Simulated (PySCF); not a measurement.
Ligand exchange on a metal centre used in film growth or etching (Ta Cl-OH). All species are isolated molecules in the gas phase. One relaxed conformer stands for each flexible species; it need not be the lowest.

Computed with TPSSh-D3(BJ)/def2-TZVP // BP86-D3(BJ)/def2-SVP (PySCF). 

```json
[
 {"species": "0 of 5 Cl replaced by OH", "HOMO–LUMO gap (eV)": "4.27", "coordination number": "5", "mean distance from the central atom to its bonded neighbours (Å)": "2.320"},
 {"species": "1 of 5 Cl replaced by OH ([Ta(Cl)4(OH)])", "HOMO–LUMO gap (eV)": "4.82", "coordination number": "5", "mean distance from the central atom to its bonded neighbours (Å)": "2.237"},
 {"species": "2 of 5 Cl replaced by OH ([Ta(Cl)3(OH)2])", "HOMO–LUMO gap (eV)": "5.01", "coordination number": "5", "mean distance from the central atom to its bonded neighbours (Å)": "2.166"},
 {"species": "3 of 5 Cl replaced by OH ([Ta(Cl)2(OH)3])", "HOMO–LUMO gap (eV)": "5.49", "coordination number": "5", "mean distance from the central atom to its bonded neighbours (Å)": "2.093"},
 {"species": "5 of 5 Cl replaced by OH ([Ta(OH)5])", "HOMO–LUMO gap (eV)": "6.25", "coordination number": "5", "mean distance from the central atom to its bonded neighbours (Å)": "1.940"}
]
```
